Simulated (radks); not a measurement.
Polarisability of neutral copper, [Ar] 3d10 4s1, at imaginary frequency. Method: non-relativistic Kohn-Sham, LDA (Slater exchange, Perdew-Wang correlation), spin-polarised, spherical densities, point nucleus; open shells are filled with parallel spins first; computed with a radial shooting solver on a logarithmic mesh with Libxc functionals. Response by self-consistent Sternheimer equations with the Hartree and adiabatic LDA kernel.

| w (hartree) | alpha1(iw) (bohr^3) | alpha2(iw) (bohr^5) |
|---|---|---|
| 0.00266 | 41.51 | 387.6 |
| 0.0143 | 41.25 | 380.4 |
| 0.0360 | 39.87 | 355.2 |
| 0.0697 | 36.07 | 320.3 |
| 0.118 | 29.38 | 277.3 |
| 0.186 | 21.42 | 221.3 |
| 0.280 | 14.47 | 159.0 |
| 0.413 | 9.433 | 103.5 |
| 0.605 | 6.075 | 61.96 |
| 0.892 | 3.857 | 34.57 |
| 1.35 | 2.366 | 17.91 |
| 2.12 | 1.352 | 8.433 |
| 3.59 | 0.6748 | 3.424 |
| 6.94 | 0.2586 | 1.067 |
| 17.5 | 0.05672 | 0.1898 |

Static values: alpha1 = 41.52 bohr^3 (6.153 angstrom^3; uncoupled 62.10), alpha2 = 387.9 bohr^5, alpha3 = 6428 bohr^7. C6 = 266.8, C8 = 12670, triple-dipole C9 = 7697 atomic units. One-pole (London) frequency 4 C6 / (3 alpha1^2) = 0.206 hartree, against 0.184 for minus the highest occupied eigenvalue. The dipole shielding factor is 1.000, as the force sum rule N/Z = 1.000 demands. Recommended static value: 46.5 bohr^3 (Schwerdtfeger and Nagle, 2023 table).
